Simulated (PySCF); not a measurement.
## Electron correlation in Br⁺ (bromine, charge +1)

[Ar] 3d10 4s1 4p4 4d1, one real determinant (an excited configuration). Calculation: PySCF 2.14, in aug-cc-pwCVTZ-PP with ECP10MDF (8s7p6d4f1g, 96 functions); a scalar-relativistic core potential. Frozen: 3s2 3p6 3d10; 6 electrons correlated.

```
  level  correlation energy (mhartree)
   CCSD                        -131.14
    (T)                          -9.89
CCSD(T)                        -141.03
```

Diagnostics: T1 = 0.013, D1 = 0.0332, largest double amplitude 0.183.

The real determinant used has ⟨L²⟩ near 8 against 12 for a pure F term, so it mixes terms. The outer electron is Rydberg-like, and this basis confines it to a smaller radius and binds it less than a complete one would. A double-excitation amplitude exceeds 0.15, a sign of near-degeneracy.

Cost of the coupled-cluster step: roughly 29 core-seconds, for 6 correlated electrons.

Iterations:

```
CC2 = 0
CCSD nocc = (np.int64(5), np.int64(1)), nmo = (87, 87)
frozen orbitals [[0, 1, 2, 3, 4, 5, 6, 7, 8], [0, 1, 2, 3, 4, 5, 6, 7, 8]]
max_cycle = 100
direct = 0
conv_tol = 1e-08
conv_tol_normt = 1e-06
diis_space = 8
diis_start_cycle = 0
Init t2, MP2 energy = -0.0944619488834772
Init E_corr(UCCSD) = -0.09446194888481
cycle = 1  E_corr(UCCSD) = -0.112239752140637  dE = -0.0177778033  norm(t1,t2) = 0.0815693
cycle = 2  E_corr(UCCSD) = -0.118910283605393  dE = -0.00667053146  norm(t1,t2) = 0.0516823
cycle = 3  E_corr(UCCSD) = -0.12921263825848  dE = -0.0103023547  norm(t1,t2) = 0.0366316
cycle = 4  E_corr(UCCSD) = -0.12887399567881  dE = 0.00033864258  norm(t1,t2) = 0.0144974
cycle = 5  E_corr(UCCSD) = -0.131794882208579  dE = -0.00292088653  norm(t1,t2) = 0.0107428
cycle = 6  E_corr(UCCSD) = -0.130118946640804  dE = 0.00167593557  norm(t1,t2) = 0.0065291
cycle = 7  E_corr(UCCSD) = -0.131008667474257  dE = -0.000889720833  norm(t1,t2) = 0.00378038
cycle = 8  E_corr(UCCSD) = -0.131211471059475  dE = -0.000202803585  norm(t1,t2) = 0.00114528
cycle = 9  E_corr(UCCSD) = -0.131119978832951  dE = 9.14922265e-05  norm(t1,t2) = 0.000605662
cycle = 10  E_corr(UCCSD) = -0.131146860441828  dE = -2.68816089e-05  norm(t1,t2) = 0.000242573
cycle = 11  E_corr(UCCSD) = -0.131144252239595  dE = 2.60820223e-06  norm(t1,t2) = 9.32978e-05
cycle = 12  E_corr(UCCSD) = -0.131142604784246  dE = 1.64745535e-06  norm(t1,t2) = 3.35088e-05
cycle = 13  E_corr(UCCSD) = -0.13114269625424  dE = -9.14699947e-08  norm(t1,t2) = 1.20548e-05
cycle = 14  E_corr(UCCSD) = -0.131142632329549  dE = 6.39246916e-08  norm(t1,t2) = 5.33705e-06
cycle = 15  E_corr(UCCSD) = -0.131142486988034  dE = 1.45341514e-07  norm(t1,t2) = 1.89553e-06
cycle = 16  E_corr(UCCSD) = -0.131142520556642  dE = -3.35686079e-08  norm(t1,t2) = 4.50061e-07
cycle = 17  E_corr(UCCSD) = -0.131142528536185  dE = -7.97954286e-09  norm(t1,t2) = 2.69216e-07
UCCSD converged
E(UCCSD) = -414.3304107143003  E_corr = -0.1311425285361852
UCCSD(T) correction = -0.00989392016444086
```

The reference is one real determinant that mixes LS terms of this configuration.
